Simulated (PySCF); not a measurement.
CH7BO2Si, SMILES OB(C[SiH3])O.

Coordinates come from a B3LYP-D3(BJ)/def2-SVP optimisation. The structure was generated by enumeration, and PubChem lists no compound with its InChIKey, so it may never have been made. One conformer was computed; it need not be the lowest.

Two levels are set side by side: TDA-PBE/def2-SVPD (PySCF) and TDA-B3LYP/def2-SVPD (PySCF). Vertical, same geometry. The lowest singlet is HOMO→LUMO 99 % with PBE and HOMO→LUMO 99 % with the other functional; states are paired by order. Differences are taken from unrounded values.

```
quantity                               TDA-PBE
-------------------------------------  -------
lowest singlet excitation (eV)            6.50
lowest triplet excitation (TDA) (eV)      6.33
first bright state (f over 0.05) (eV)     7.63
its oscillator strength                   0.05
```

These are the TDA-PBE values. What does TDA-B3LYP give? (Estimate from the structure and the level; the computed values follow.)


```csv
quantity,TDA-B3LYP,TDA-PBE minus TDA-B3LYP
lowest singlet excitation (eV),7.17,-0.67
lowest triplet excitation (TDA) (eV),6.96,-0.63
first bright state (f over 0.05) (eV),7.94,-0.31
its oscillator strength,0.09,-0.04
```

A lower first singlet is the usual sign of a functional without exact exchange. Differences between two approximate levels are no errors against the true value.

Rough cost on one machine, each run with all the roots and properties that it gave: TDA-B3LYP against TDA-PBE about 2 times.
